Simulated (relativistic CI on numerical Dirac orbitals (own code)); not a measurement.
Inner-shell lines of Yb⁴¹⁺

These numbers are calculated, not measured: Dirac-Coulomb-Breit CI, KLI orbitals optimised for each configuration, a model potential for QED, unscaled Slater integrals (own radial code, finite nucleus).

Configurations in the expansion (outside the closed core 2s2 2p6 3s2 3p6 3d10): 1s2.4s, 1s.4s.4p, 1s.4s.5p, 1s.4p.5p, 1s2.4p, 1s.4p2. Levels of other configurations are missing.

The table holds the strongest lines. The upper levels have an inner-shell vacancy. Auger decay, open to those above the ionisation limit, is not computed, and radiative decays to configurations outside the model are missing too. Absolute energies can be off by a few tenths of a per cent, so close lines can change order. LS names give the leading component, which can be well under half, for lower levels too. Brackets number the levels in order of energy.

```tsv
E (eV)	Upper	Lower	A (s⁻¹)	gA (s⁻¹)
61318.0	1s.4s.4p 4P°_1/2 [4]	1s2.4s 2S_1/2 [1]	2.39e+14	4.79e+14
61323.1	1s.4s.4p 4P°_3/2 [5]	1s2.4s 2S_1/2 [1]	4.39e+14	1.75e+15
61325.2	1s.4p2 4P_3/2 [12]	1s2.4p 2P°_3/2 [3]	3.11e+14	1.25e+15
61327.4	1s.4p2 4P_1/2 [9]	1s2.4p 2P°_1/2 [2]	7.45e+14	1.49e+15
61327.4	1s.4p2 2P_1/2 [13]	1s2.4p 2P°_3/2 [3]	5.09e+14	1.02e+15
61328.8	1s.4p2 2D_5/2 [14]	1s2.4p 2P°_3/2 [3]	4.83e+14	2.90e+15
61331.5	1s.4s.4p 2P°_1/2 [6]	1s2.4s 2S_1/2 [1]	3.97e+14	7.94e+14
61332.8	1s.4p2 2D_3/2 [15]	1s2.4p 2P°_3/2 [3]	2.30e+14	9.21e+14
61400.5	1s.4p2 4P_3/2 [12]	1s2.4p 2P°_1/2 [2]	7.02e+13	2.81e+14
61402.4	1s.4s.4p 2P°_3/2 [8]	1s2.4s 2S_1/2 [1]	1.14e+15	4.56e+15
61402.7	1s.4p2 2P_1/2 [13]	1s2.4p 2P°_1/2 [2]	1.10e+15	2.21e+15
61406.3	1s.4p2 4P_5/2 [16]	1s2.4p 2P°_3/2 [3]	3.05e+14	1.83e+15
61408.1	1s.4p2 2D_3/2 [15]	1s2.4p 2P°_1/2 [2]	9.97e+14	3.99e+15
61410.0	1s.4p2 2P_3/2 [17]	1s2.4p 2P°_3/2 [3]	1.58e+15	6.34e+15
61416.6	1s.4s.4p 2P°_1/2 [10]	1s2.4s 2S_1/2 [1]	9.56e+14	1.91e+15
61417.4	1s.4p2 2S_1/2 [18]	1s2.4p 2P°_3/2 [3]	8.11e+14	1.62e+15
62113.4	1s.4p.5p 4D_3/2 [26]	1s2.4p 2P°_1/2 [2]	2.28e+14	9.14e+14
62118.7	1s.4s.5p 4P°_3/2 [20]	1s2.4s 2S_1/2 [1]	2.25e+14	8.98e+14
62120.5	1s.4p.5p 4P_3/2 [33]	1s2.4p 2P°_3/2 [3]	1.35e+14	5.39e+14
62120.9	1s.4p.5p 2D_5/2 [34]	1s2.4p 2P°_3/2 [3]	2.20e+14	1.32e+15
62120.9	1s.4p.5p 4P_1/2 [28]	1s2.4p 2P°_1/2 [2]	1.90e+14	3.80e+14
62123.0	1s.4p.5p 2P_1/2 [35]	1s2.4p 2P°_3/2 [3]	2.01e+14	4.02e+14
62124.3	1s.4p.5p 2D_3/2 [36]	1s2.4p 2P°_3/2 [3]	1.30e+14	5.19e+14
62127.2	1s.4s.5p 2P°_1/2 [21]	1s2.4s 2S_1/2 [1]	1.75e+14	3.50e+14
62153.0	1s.4p.5p 4P_3/2 [30]	1s2.4p 2P°_1/2 [2]	9.70e+13	3.88e+14
62153.7	1s.4p.5p 2P_1/2 [31]	1s2.4p 2P°_1/2 [2]	5.18e+14	1.04e+15
62155.4	1s.4p.5p 2D_3/2 [32]	1s2.4p 2P°_1/2 [2]	4.18e+14	1.67e+15
62155.6	1s.4p.5p 2P_3/2 [38]	1s2.4p 2P°_3/2 [3]	1.62e+14	6.50e+14
62156.3	1s.4s.5p 2P°_3/2 [23]	1s2.4s 2S_1/2 [1]	3.54e+14	1.42e+15
62157.4	1s.4p.5p 2P_1/2 [39]	1s2.4p 2P°_3/2 [3]	3.94e+14	7.88e+14
62157.5	1s.4s.5p 2P°_1/2 [24]	1s2.4s 2S_1/2 [1]	5.02e+14	1.00e+15
62158.0	1s.4p.5p 2D_5/2 [40]	1s2.4p 2P°_3/2 [3]	5.17e+14	3.10e+15
62161.9	1s.4p.5p 2P_3/2 [42]	1s2.4p 2P°_3/2 [3]	3.26e+14	1.30e+15
62163.8	1s.4s.5p 2P°_3/2 [25]	1s2.4s 2S_1/2 [1]	1.67e+14	6.68e+14
62166.6	1s.4p.5p 2S_1/2 [43]	1s2.4p 2P°_3/2 [3]	1.53e+14	3.06e+14
```
